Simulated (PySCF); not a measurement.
## Trend along group 4: MF cations

HF with triple-zeta basis sets in PySCF, for the lowest determinant that a PBE0 search found; no spin–orbit coupling. De refers to high-spin ground-configuration atoms (the charge goes to the atom of lower measured ionisation energy or higher electron affinity, which is not always the lowest computed limit). A positive dipole points towards F; it is taken about the centre of mass and depends on that origin.

```
 M        basis  reference  charged atom  state (unpaired electrons)  Re (Å)  ωe (cm⁻¹)  De (eV)  μ (D)
Ti  def2-TZVPPD        UHF           Ti+              triplet (δ ↑↑)   1.755        789      n/a  -7.66
Zr  def2-TZVPPD        UHF           Zr+          triplet (σ ↑, δ ↑)   1.833        740      n/a  -5.54
Hf  def2-TZVPPD        UHF           Hf+          triplet (σ ↑, δ ↑)   1.831        747      n/a  -4.53
```

The shortest bond is that of TiF⁺ (1.755 Å), the longest that of ZrF⁺ (1.833 Å).

The state changes along the series, so neighbouring rows are not always alike in their bonding.

These are scalar-relativistic numbers at best; spin–orbit coupling would shift them, the dissociation energy most. Hartree–Fock leaves out correlation, which carries a large part of most bond energies and some tenths to 1 eV of ionisation energies. With d or f electrons several states lie close, and the lowest PBE0 determinant need not be the measured ground state.
